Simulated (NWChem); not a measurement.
Program: NWChem. System: B2Cl4, charge 0, spin multiplicity 1, displaced from the optimised geometry. Level: PBE/def2-SVP.

Output (cleaned and shortened):

```
             Northwest Computational Chemistry Package (NWChem) 7.3.0
             --------------------------------------------------------

                                NWChem Input Module
                                -------------------

 Scaling coordinates for geometry "geometry" by  1.889725989
 (inverse scale =  0.529177249)

 Turning off AUTOSYM since
 SYMMETRY directive was detected!

                             Geometry "geometry" -> ""
                             -------------------------

 Output coordinates in angstroms (scale by  1.889725989 to convert to a.u.)

  No.       Tag          Charge          X              Y              Z
 ---- ---------------- ---------- -------------- -------------- --------------
    1 Cl                  17.0000    -1.12049200    -1.06607200     1.77233200
    2 B                    5.0000     0.00000000     0.00000000     0.86498000
    3 Cl                  17.0000     1.12049200     1.06607200     1.77233200
    4 B                    5.0000     0.00000000     0.00000000    -0.86498000
    5 Cl                  17.0000    -1.12049200     1.06607200    -1.77233200
    6 Cl                  17.0000     1.12049200    -1.06607200    -1.77233200

 Effective nuclear repulsion energy (a.u.)     412.5944440299

            Nuclear Dipole moment (a.u.)
            ----------------------------
        X                 Y               Z
 ---------------- ---------------- ----------------
     0.0000000000     0.0000000000     0.0000000000

      Symmetry information
      --------------------

 Group name             D2
 Group number             11
 Group order               4
 No. of unique centers     2

      Symmetry unique atoms

     1    2


 Summary of "ao basis" -> "" (spherical)
 ------------------------------------------------------------------------------
       Tag                 Description            Shells   Functions and Types
 ---------------- ------------------------------  ------  ---------------------
 *                          def2-svp                  on all atoms

  pbe96 is a nonlocal functional; adding pw91lda local functional.

                                 NWChem DFT Module
                                 -----------------

 Summary of "ao basis" -> "ao basis" (spherical)
 ------------------------------------------------------------------------------
       Tag                 Description            Shells   Functions and Types
 ---------------- ------------------------------  ------  ---------------------
 Cl                         def2-svp                 8       18   4s3p1d
 B                          def2-svp                 6       14   3s2p1d

 Summary of "ao basis" -> "ao basis" (spherical)
 ------------------------------------------------------------------------------
       Tag                 Description            Shells   Functions and Types
 ---------------- ------------------------------  ------  ---------------------
 Cl                         def2-svp                 8       18   4s3p1d
 B                          def2-svp                 6       14   3s2p1d

      Symmetry analysis of basis
      --------------------------

        a1         26
        b1         26
        b2         24
        b3         24

            General Information
            -------------------
          SCF calculation type: DFT
          Wavefunction type:  closed shell.
          No. of atoms     :     6
          No. of electrons :    78
           Alpha electrons :    39
            Beta electrons :    39
          Charge           :     0
          Spin multiplicity:     1
          Use of symmetry is: on ; symmetry adaption is: on
          Maximum number of iterations: 100
          This is a Direct SCF calculation.
          AO basis - number of functions:   100
                     number of shells:    44
          Convergence on energy requested:  1.00D-06
          Convergence on density requested:  1.00D-05
          Convergence on gradient requested:  5.00D-04

              XC Information
              --------------
          PerdewBurkeErnzerhof Exchange Functional  1.000
            Perdew 1991 LDA Correlation Functional  1.000 local
[...]
 Vector   39  Occ=2.000000D+00  E=-2.596795D-01  Symmetry=a1
              MO Center= -2.0D-17, -1.2D-14, -6.5D-15, r^2= 5.1D+00
   Bfn.  Coefficient  Atom+Function         Bfn.  Coefficient  Atom+Function
  ----- ------------  ---------------      ----- ------------  ---------------
    13      0.291703  1 Cl pz                45      0.291703  3 Cl pz
    77     -0.291703  5 Cl pz                95     -0.291703  6 Cl pz
    24      0.262091  2 B  pz                56     -0.262091  4 B  pz
    10      0.219912  1 Cl pz                42      0.219912  3 Cl pz
    74     -0.219912  5 Cl pz                92     -0.219912  6 Cl pz

 Vector   40  Occ=0.000000D+00  E=-1.067316D-01  Symmetry=b2
              MO Center=  3.4D-15, -8.2D-15, -1.5D-13, r^2= 3.6D+00
   Bfn.  Coefficient  Atom+Function         Bfn.  Coefficient  Atom+Function
  ----- ------------  ---------------      ----- ------------  ---------------
    23      0.369030  2 B  py                55      0.369030  4 B  py
    26     -0.268133  2 B  py                58     -0.268133  4 B  py
    22     -0.249069  2 B  px                54      0.249069  4 B  px
    11     -0.183186  1 Cl px                43     -0.183186  3 Cl px
    75      0.183186  5 Cl px                93      0.183186  6 Cl px

 Vector   41  Occ=0.000000D+00  E=-1.017772D-01  Symmetry=b3
              MO Center=  5.4D-15, -5.2D-15,  1.3D-13, r^2= 3.6D+00
   Bfn.  Coefficient  Atom+Function         Bfn.  Coefficient  Atom+Function
  ----- ------------  ---------------      ----- ------------  ---------------
    22      0.361765  2 B  px                54      0.361765  4 B  px
    25     -0.267294  2 B  px                57     -0.267294  4 B  px
    23     -0.265181  2 B  py                55      0.265181  4 B  py
    12     -0.189983  1 Cl py                44     -0.189983  3 Cl py
    76      0.189983  5 Cl py                94      0.189983  6 Cl py

 Vector   42  Occ=0.000000D+00  E= 2.288148D-02  Symmetry=b1
              MO Center=  1.4D-15, -3.4D-16,  8.0D-16, r^2= 4.9D+00
   Bfn.  Coefficient  Atom+Function         Bfn.  Coefficient  Atom+Function
  ----- ------------  ---------------      ----- ------------  ---------------
    21      2.100432  2 B  s                 53     -2.100432  4 B  s
    27     -0.537159  2 B  pz                59     -0.537159  4 B  pz
    20      0.502372  2 B  s                 52     -0.502372  4 B  s
     4     -0.377973  1 Cl s                 36     -0.377973  3 Cl s
    68      0.377973  5 Cl s                 86      0.377973  6 Cl s

 center of mass
 --------------
 x =   0.00000000 y =   0.00000000 z =   0.00000000

 moments of inertia (a.u.)
 ------------------
        2195.543741520912           0.000000000000           0.000000000000
           0.000000000000        2254.981133362890           0.000000000000
           0.000000000000           0.000000000000        1194.819595095335

     Multipole analysis of the density
     ---------------------------------

     L   x y z        total         alpha         beta         nuclear
     -   - - -        -----         -----         ----         -------
     0   0 0 0     -0.000000    -39.000000    -39.000000     78.000000

     1   1 0 0      0.000000      0.000000      0.000000      0.000000
     1   0 1 0     -0.000000     -0.000000     -0.000000      0.000000
     1   0 0 1     -0.000000     -0.000000     -0.000000      0.000000

     2   2 0 0    -44.368312   -174.622460   -174.622460    304.876608
     2   1 1 0      0.000000      0.000000      0.000000      0.000000
     2   1 0 1      0.000000      0.000000      0.000000      0.000000
     2   0 2 0    -44.313520   -160.147411   -160.147411    275.981301
     2   0 1 1      0.000000      0.000000      0.000000      0.000000
     2   0 0 2    -45.895492   -417.694682   -417.694682    789.493872

            General Information
            -------------------
          SCF calculation type: DFT
          Wavefunction type:  closed shell.
          No. of atoms     :     6
          No. of electrons :    78
           Alpha electrons :    39
            Beta electrons :    39
          Charge           :     0
          Spin multiplicity:     1
          Use of symmetry is: on ; symmetry adaption is: on
          Maximum number of iterations: 100
          This is a Direct SCF calculation.
          AO basis - number of functions:   100
                     number of shells:    44
          Convergence on energy requested:  1.00D-06
          Convergence on density requested:  1.00D-05
          Convergence on gradient requested:  5.00D-04

              XC Information
              --------------
          PerdewBurkeErnzerhof Exchange Functional  1.000
            Perdew 1991 LDA Correlation Functional  1.000 local
           PerdewBurkeErnz. Correlation Functional  1.000 non-local

             Grid Information
             ----------------
          Grid used for XC integration:  medium
          Radial quadrature: Mura-Knowles
          Angular quadrature: Lebedev.
          Tag              B.-S. Rad. Rad. Pts. Rad. Cut. Ang. Pts.
          ---              ---------- --------- --------- ---------
          Cl                  1.00       88          10.0       590
          B                   0.85       49           8.0       434
          Grid pruning is: on
          Number of quadrature shells:   137
          Spatial weights used:  Erf1

          Convergence Information
          -----------------------
          Convergence aids based upon iterative change in
          total energy or number of iterations.
          Levelshifting, if invoked, occurs when the
          HOMO/LUMO gap drops below (HL_TOL):  1.00D-02
          DIIS, if invoked, will attempt to extrapolate
          using up to (NFOCK): 10 stored Fock matrices.

                    Damping( 0%)  Levelshifting(0.5)       DIIS
                  --------------- ------------------- ---------------
          dE  on:    start            ASAP                start
          dE off:    2 iters        100 iters           100 iters

      Screening Tolerance Information
      -------------------------------
          Density screening/tol_rho:  1.00D-10
          AO Gaussian exp screening on grid/accAOfunc:  14
          CD Gaussian exp screening on grid/accCDfunc:  20
          XC Gaussian exp screening on grid/accXCfunc:  20
          Schwarz screening/accCoul:  1.00D-08

                            NWChem DFT Gradient Module
                            --------------------------

  charge          =   0.00
  wavefunction    = closed shell

  Using symmetry

                         DFT ENERGY GRADIENTS

    atom               coordinates                        gradient
                 x          y          z           x          y          z
   1 Cl     -2.117423  -2.014584   3.349222   -0.009916  -0.009377   0.007368
   2 B       0.000000   0.000000   1.634575    0.000000   0.000000  -0.002993
   3 Cl      2.117423   2.014584   3.349222    0.009916   0.009377   0.007368
   4 B       0.000000   0.000000  -1.634575    0.000000   0.000000   0.002993
   5 Cl     -2.117423   2.014584  -3.349222   -0.009916   0.009377  -0.007368
   6 Cl      2.117423  -2.014584  -3.349222    0.009916  -0.009377  -0.007368

                 ----------------------------------------
                 |  Time  |  1-e(secs)   |  2-e(secs)   |
                 ----------------------------------------
                 |  CPU   |       0.00   |       1.05   |
                 ----------------------------------------
                 |  WALL  |       0.00   |       1.05   |
                 ----------------------------------------

 Task  times  cpu:        5.5s     wall:        5.5s

 Total times  cpu:        5.5s     wall:        5.5s
```

**Question.** Write an NWChem input that would produce this output.

**Answer.** Several could match; the one computed here: 
```
start mol
memory heap 200 mb stack 900 mb global 1100 mb
geometry units angstroms nocenter noautoz
  Cl    -1.120492    -1.066072     1.772332
  B      0.000000     0.000000     0.864980
  Cl     1.120492     1.066072     1.772332
  B      0.000000     0.000000    -0.864980
  Cl    -1.120492     1.066072    -1.772332
  Cl     1.120492    -1.066072    -1.772332
  symmetry group D2
end
basis spherical
  * library def2-svp
end
dft
  xc xpbe96 cpbe96
  iterations 100
  direct
end
task dft gradient
```
